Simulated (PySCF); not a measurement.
**Correlation energy of Nd⁴²⁺ (neodymium, charge +42)**

Starting occupation: [Ar]. Calculation: PySCF 2.14, in an even-tempered Gaussian basis (18 s from 3.2 bohr⁻², ratio 2.6; 14 p from 4.2 bohr⁻², ratio 2.6; 5 d from 4.3 bohr⁻², ratio 2.8; 3 f from 71 bohr⁻², ratio 2.8); X2C-1e with screened-nucleus spin-orbit coupling, Gaussian nucleus. Frozen: [Ne]; 8 electrons correlated; the 62 highest virtual spinors left out.

MP2 pair energies summed by pair of shells (mhartree):

```tsv
pair	energy	share (%)
3p3/2-3p3/2	-178.22	41.6
3p1/2-3p3/2	-158.29	37.0
3p1/2-3p1/2	-41.16	9.6
3p3/2-3s1/2	-23.35	5.5
3s1/2-3s1/2	-14.70	3.4
3p1/2-3s1/2	-12.47	2.9
```

Total MP2 correlation energy: -428.20 mhartree.

The virtual space was cut to 50 spinors, which keep -413.21 of the -428.20 mhartree of MP2 correlation.

```json
{"level": "CCSD", "correlation energy (mhartree)": "-455.03"}
{"level": "(T)", "correlation energy (mhartree)": "-2.18"}
{"level": "CCSD(T)", "correlation energy (mhartree)": "-457.21"}
```

Diagnostics: T1 = 0.00026, largest double amplitude 0.039.

Question: Is a single reference adequate?

Answer: Yes: T1 lies below 0.03 and no double amplitude reaches 0.07.

The coupled-cluster values are those of the cut space; adding the MP2 remainder, -14.99 mhartree, estimates the full space.

At this charge the one-electron X2C treatment keeps the bare 1/r₁₂, with no two-electron picture change or Breit term. The effect here is smaller than on the frozen 1s shell.
